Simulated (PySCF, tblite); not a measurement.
Species: C2H10OSi5.
Cartesian coordinates in Å at the GFN2-xTB level; atoms count from 1:
```
atom  x, y, z in Å
C1     2.079    2.299    2.111
C2     1.346    1.364    1.920
Si3    0.234   -0.086    1.607
Si4    1.365   -1.564    0.170
Si5    0.632   -1.105   -2.004
Si6   -1.116    0.442   -1.869
Si7   -1.606    0.695    0.401
O8    -2.686   -0.467    0.838
H9     2.716    3.119    2.284
H10   -0.032   -0.600    2.963
H11    2.823   -1.465    0.309
H12    1.087   -2.963    0.534
H13    1.727   -0.598   -2.843
H14    0.216   -2.328   -2.707
H15   -0.732    1.726   -2.469
H16   -2.284    0.028   -2.666
H17   -2.199    1.993    0.767
H18   -3.580   -0.484    0.510
```

Theory: PBE0/pcSseg-1 in PySCF (dipole) on a GFN2-xTB geometry, gas phase.

Masses are those of the commonest isotopes; rigid-rotor values at the optimised geometry. The values belong to one conformer with, in the numbering `[CH:1]#[C:2][Si@@H:3]1[SiH2:4][SiH2:5][SiH2:6][Si@H:7]1[OH:8]`, Si6–Si7–O8–H -67°, C2–Si3–Si4–Si5 -96°, Si3–Si4–Si5–Si6 -7°, Si4–Si5–Si6–Si7 -7°, Si5–Si6–Si7–O8 -87°.

Q: Give the principal moments of inertia and the rotational constants in GHz.

A: Ia = 557.92, Ib = 694.75, Ic = 922.43 u·Å²; 505379 MHz·u·Å²/I gives 905.8, 727.4 and 547.9 MHz, that is A = 0.9058, B = 0.7274, C = 0.5479 GHz.

Q: Classify the top.

A: An asymmetric top: κ = (2 × 727.4 − 905.8 − 547.9)/(905.8 − 547.9) = 0.00.

Q: What does the inertial defect say?

A: Not planar: Δ = Ic − Ia − Ib = -330.25 u·Å². For a rigid frame Δ = −2 Σ m c², so Σ m c² = 165.12 u·Å² lies off the ab plane: 27.06 from hydrogen and 138.07 from heavier atoms. The atom farthest from that plane is 2.51 Å away.

Q: Give the other two planar moments, Paa and Pbb, and the rms extents of the mass along the axes.

A: Paa = Σ m a² = (Ib + Ic − Ia)/2 = 529.63 and Pbb = Σ m b² = (Ia + Ic − Ib)/2 = 392.80 u·Å². With the mass M = 189.96 u, the rms extents √(P/M) along a, b and c are 1.67, 1.44, 0.93 Å.

Q: List the rotational levels J(Ka,Kc) to J = 5 (cm⁻¹).

A: Above 0(0,0):
J = 1: 1(0,1) 0.0425, 1(1,1) 0.0485, 1(1,0) 0.0545
J = 2: 2(0,2) 0.1248, 2(1,2) 0.1276, 2(1,1) 0.1455, 2(2,1) 0.1634, 2(2,0) 0.1662
J = 3: 3(0,3) 0.2438, 3(1,3) 0.2447, 3(1,2) 0.2797, 3(2,2) 0.2910, 3(2,1) 0.3024, 3(3,1) 0.3372, 3(3,0) 0.3381
J = 4: 4(0,4) 0.3989, 4(1,4) 0.3991, 4(1,3) 0.4535, 4(2,3) 0.4589, 4(2,2) 0.4852, 4(3,2) 0.5112, 4(3,1) 0.5167, 4(4,1) 0.5708, 4(4,0) 0.5711
J = 5: 5(0,5) 0.5902, 5(1,5) 0.5902, 5(1,4) 0.6635, 5(2,4) 0.6655, 5(2,3) 0.7114, 5(3,3) 0.7276, 5(3,2) 0.7441, 5(4,2) 0.7896, 5(4,1) 0.7916, 5(5,1) 0.8646, 5(5,0) 0.8647
Those of J = 1 are B + C, A + C and A + B.

Q: Which lines would a microwave search look for?

A: The dipole components are |μa| = 0.81 D, |μb| = 1.08 D, |μc| = 0.48 D. The squared components, which scale the intensities, stand as 0.56 : 1.00 : 0.19 (a : b : c). Some lines, for components of 0.1 D or more:

| type | branch | J(Ka,Kc) | MHz | lower level (cm⁻¹) |
| --- | --- | --- | --- | --- |
| b | Q | 2(2,0) ← 2(1,1) | 619 | 0.146 |
| b | Q | 2(1,1) ← 2(0,2) | 621 | 0.125 |
| c | Q | 3(3,1) ← 3(2,1) | 1043 | 0.302 |
| b | Q | 3(1,2) ← 3(0,3) | 1077 | 0.244 |
| b | Q | 4(3,2) ← 4(2,3) | 1568 | 0.459 |
| a | Q | 4(1,3) ← 4(1,4) | 1631 | 0.399 |
| b | Q | 4(4,1) ← 4(3,2) | 1787 | 0.511 |
| b | R | 2(0,2) ← 1(1,1) | 2289 | 0.048 |
| a | R | 2(0,2) ← 1(0,1) | 2467 | 0.043 |
| b | R | 2(1,2) ← 1(0,1) | 2549 | 0.043 |
| c | R | 2(1,1) ← 1(0,1) | 3088 | 0.043 |
| c | R | 2(2,0) ← 1(1,0) | 3349 | 0.054 |
| b | R | 3(0,3) ← 2(1,2) | 3485 | 0.128 |
| c | R | 3(2,2) ← 2(1,2) | 4900 | 0.128 |
| a | R | 4(2,3) ← 3(2,2) | 5033 | 0.291 |
| b | R | 3(3,1) ← 2(2,0) | 5127 | 0.166 |
| b | R | 3(3,0) ← 2(2,1) | 5239 | 0.163 |
| b | R | 4(3,2) ← 3(2,1) | 6259 | 0.302 |
| c | R | 4(3,2) ← 3(2,2) | 6601 | 0.291 |

Q: Estimate the classical rotational partition function at 10 K, 200 K and 298.15 K.

A: Point group C1, symmetry number σ = 1; q = (√π/σ)·√((kT/h)³/(ABC)), k/h = 20836.6 MHz/K: 8870 at 10 K, 794000 at 200 K, 1440000 at 298.15 K.

Its GFN2-xTB frequencies are all real (lowest 25 cm⁻¹). These are rigid-rotor constants of the computed structure; measured ground-state constants (B0) also hold zero-point vibration.

The run took 80 s wall on one thread of an Arm Neoverse V1, no GPU, on a shared host. This is the PBE0/pcSseg-1 job that gave the dipole, with the shieldings it also computed.
